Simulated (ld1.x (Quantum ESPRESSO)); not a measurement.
**fluorine (F): one change to an RRKJ potential, before and after**

* Element: F
* Generator: ld1.x (Quantum ESPRESSO) 7.5
* Type: norm-conserving RRKJ (Kleinman–Bylander form)
* Functional: PBEsol
* Relativity: non-relativistic
* Frozen core: [He]
* Valence charge: 7
* Reference configuration: 2s2 2p4.5 (charge +0.5)
* Partial waves: 2s (bound): rc 0.65 bohr; 2p (bound): rc 1.55 bohr; 3d channel at -0.1 Ry: rc 1.55 bohr
* Local potential: the d channel
* Core correction: a·sin(br)/r model core, default radius (core density twice the valence density)
* rho0: 0.01

All-electron outer shells of the reference configuration (PBEsol, non-relativistic, ld1.x):

```
shell  level (eV)  outermost node (bohr)  outermost maximum (bohr)
   2s      -37.93                   0.24                      0.76
   2p      -19.17                      –                      0.70
```

Change: all radii but the core radius scaled by about 0.84 (s 0.54, p 1.30, d 1.30 bohr).

Cutoffs: the cutoffs (Ry, on a coarse ladder) from which the occupation-weighted sum of valence levels, in a spherical-Bessel basis at the reference potential, stays within 10 and 1 mRy of its value at 400 Ry; they do not see the model core or the augmentation charge, which bear on the density cutoff. Errors are all-electron minus pseudo energies relative to the spin-unpolarised reference configuration.

**Question.** What does the change do?

**Answer.** Of the 7 tests that both files solve, the error grows in 0 and shrinks in 7 by more than 15 % and 0.3 meV (median size 62.7 → 15.8 meV); neither file shows a bound ghost. Less of the atom is replaced, so other configurations are described better.

| quantity | base | changed |
| --- | --- | --- |
| cutoffs, loose and tight | 200 Ry, 300 Ry | not determined |
| bound ghosts | none | none |
| error for 2s2 2p5, meV [ΔE -7.52 eV] | +6.4 | +2.2 |
| error for 2s2 2p4, meV [ΔE 11.81 eV] | +16 | +6.6 |
| error for 2s2 2p3, meV [ΔE 50.10 eV] | +288 | +125 |
| error for 2s2 2p2, meV [ΔE 110.59 eV] | +1331 | +618 |
| error for 2s2 2p5.3, meV [ΔE -10.17 eV] | +11 | +3.6 |
| error for 2s1 2p6, meV [ΔE 11.09 eV] | +75 | +46 |
| error for 2s1 2p5, meV [ΔE 30.70 eV] | -63 | -16 |
